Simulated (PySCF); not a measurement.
# Protonation sites of `FBC1CC1` (C3H6BF)

Molecule: `FBC1CC1` (C3H6BF). Numbering: `[F:1][BH:2][CH:3]1[CH2:4][CH2:5]1`

Energies: B3LYP-D3(BJ)/def2-TZVP (PySCF, density fitting, integration grid level 2) on PBE0-D3(BJ)/def2-SVP structures. Thermal corrections: PBE0-D3(BJ)/def2-SVP frequencies, unscaled, ideal gas at 298.15 K and 1 bar, quasi-RRHO entropy.

| site | product | PA / kcal/mol | GB / kcal/mol |
| --- | --- | --- | --- |
| F1 (fluorine) | `[FH+]BC1CC1` | 147.2 | 140.5 |

PA is −ΔH and GB is −ΔG of B + H⁺ → BH⁺ in the gas phase. Sites whose products fell apart, merged with another or lost in a GFN2-xTB screen aren't listed.

In acetone the product from F1 is solvated 58.2 kcal/mol more strongly than the parent (electrostatics only).

In dichloromethane the product from F1 is solvated 54.2 kcal/mol more strongly than the parent (electrostatics only).

Known limits: protonation of a hydridic H, with loss of H₂, was not considered; the best site listed is a halogen, a weak base; protonation of a C–C, C–H or other σ bond isn't listed and may be favoured.

Hardware: 1 thread of Arm Neoverse N1, shared with other jobs. Command: `OMP_NUM_THREADS=1 python redox_run.py task.json out`. Structures, frequencies and single points: 9.9 min.
